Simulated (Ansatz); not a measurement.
The cluster Be2S2⁻. Total charge -1; doublet. Geometry PBE-D4/def2-TZVP, that of the neutral singlet; atoms count from 1.

Cartesian coordinates in Å:
```
Be 0.903 -0.272 0.239
Be -0.903 0.272 -0.239
S -0.292 -1.521 -0.629
S 0.292 1.521 0.629
```

The highest occupied level of the charge -1 doublet lies above zero (up to 0.09 eV). By energy differences its removal costs 1.47 eV (vertical, to the charge 0 singlet, at PBE0-D4/def2-TZVPD); a positive level beside a positive removal energy at the same level points to self-interaction error. The structure comes from a short search, and lower isomers may exist.

(1) Estimate the Mulliken populations from the PBE0/def2-TZVPD orbitals of Ansatz.

(2) Where does the spin sit?

(3) And the Mayer bond orders between bonded heavy atoms (over 0.3)?

Results:

(1) 
| atom | charge (e) | spin (α − β) |
| --- | --- | --- |
| Be1 | -0.49 | 0.63 |
| Be2 | -0.49 | 0.63 |
| S3 | -0.01 | -0.13 |
| S4 | -0.01 | -0.13 |
Mulliken values and Mayer orders depend strongly on the basis. With diffuse functions, as here, like atoms can get unlike values, and bond orders can come out too low or too high.

(2) Summed by element: Be 1.26, S -0.26, of 1 unpaired in all. Largest on single atoms: Be1 0.63, Be2 0.63, S3 -0.13.

(3) Be1–Be2 0.87 (1.95 Å); Be1–S3 1.06 (1.93 Å); Be1–S4 1.06 (1.93 Å); Be2–S3 1.06 (1.93 Å); Be2–S4 1.06 (1.93 Å).
